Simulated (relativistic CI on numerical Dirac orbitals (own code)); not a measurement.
## What each ingredient does to the levels of Yb XVII

Base calculation: Dirac-Coulomb-Breit CI, separate exchange-only KLI orbitals for each configuration, QED by a radiative potential, unscaled Slater integrals.

Configuration list (outside the closed core [Ar] 3d10 4p6 4d10): 4s²4f⁸, 4s²4f⁷5s, 4s²4f⁶5s², 4s²4f⁶5s5p, 4s²4f⁷5p, 4s²4f⁷6s, 4s²4f⁷6p, 4f¹⁰. Levels of other configurations are missing.

Variants: (1) valence Slater integrals scaled by 0.9; (2) QED terms removed; (3) only the first 3 configurations. Shifts of the energy above 4s²4f⁷5s ⁹S°4, in cm⁻¹, for the lowest level and the first level of each name with at least 55 % of one term (blank where a level changes its place among those of its configuration and J or its character, or is not in the variant):

```csv
Level,Base,Δ(1),Δ(2),Δ(3)
4s²4f⁷5s ⁹S°4,0.0,0.0,0.0,0.0
4s²4f⁸ ⁷F6,14587.7,-6604.2,+1975.9,-44.2
4s²4f⁸ ⁷F5,19645.1,-6494.8,+1949.8,-46.8
4s²4f⁸ ⁷F4,22287.7,-6702.9,+1946.0,-44.5
4s²4f⁸ ⁷F3,24641.5,-6651.8,+1934.3,-44.8
4s²4f⁸ ⁷F2,26224.1,-6685.0,+1928.6,-43.7
4s²4f⁸ ⁷F1,27326.7,-6662.0,+1923.0,-43.4
4s²4f⁸ ⁷F0,27851.5,-6665.4,+1920.7,-42.9
4s²4f⁷5s ⁷S°3,36385.5,-3839.9,+39.6,+456.9
4s²4f⁸ ⁵D4,49314.5,-10115.8,+1981.9,+6.8
4s²4f⁸ ⁵L10,59176.9,-10966.1,+1966.5,-46.6
4s²4f⁸ ⁵L9,62971.3,-10879.5,+1947.6,-49.3
4s²4f⁸ ⁵D3,63114.1,-10150.9,+1920.3,+2.9
4s²4f⁸ ⁵G5,63557.9,-11235.4,+1965.8,-5.4
4s²4f⁷5s ⁷P°4,63891.7,-7216.3,+40.1,+55.1
4s²4f⁸ ⁵G4,64292.1,-11485.9,+1972.4,-6.8
4s²4f⁸ ⁵L8,64700.9,-11033.9,+1947.0,-46.6
4s²4f⁸ ⁵L7,64872.7,-11417.0,+1962.5,-38.8
4s²4f⁸ ⁵L6,65493.0,-11206.2,+1954.3,-32.6
4s²4f⁷5s ⁷P°3,65786.4,-7043.7,+25.2,+55.4
4s²4f⁸ ⁵G3,66377.1,-11133.1,+1952.0,-7.9
4s²4f⁷5s ⁷P°2,67506.8,-6937.1,+12.9,+48.7
```

At this charge transitions that keep the count of f electrons are usually good to a few per cent. Terms inside the open d or f shell come out 10 to 20 % too wide with unscaled integrals. Levels that differ in their count of f electrons can be misplaced by several ten thousand cm⁻¹, since the correlation energy of f electrons is missing or only estimated; rates across such gaps can be off by orders of magnitude. The computed lowest level isn't the tabulated ground level, which NIST ASD gives as 4f8 7F6; for such ions that label comes from theory and may be the wrong one.

Ionisation energy from one configuration of each of the two ions, the ground ones as tabulated or assumed: base 363.18 eV; valence Slater integrals scaled by 0.9 363.821 eV. The NIST ASD value (theoretical) is 396 ± 20 eV. The gap of more than 2 % comes from missing correlation, or from a tabulated value that is itself an estimate.

LS names give the leading component of a level, which can be under half, so a name can repeat, a term be missing and a line seem to break the LS rules.
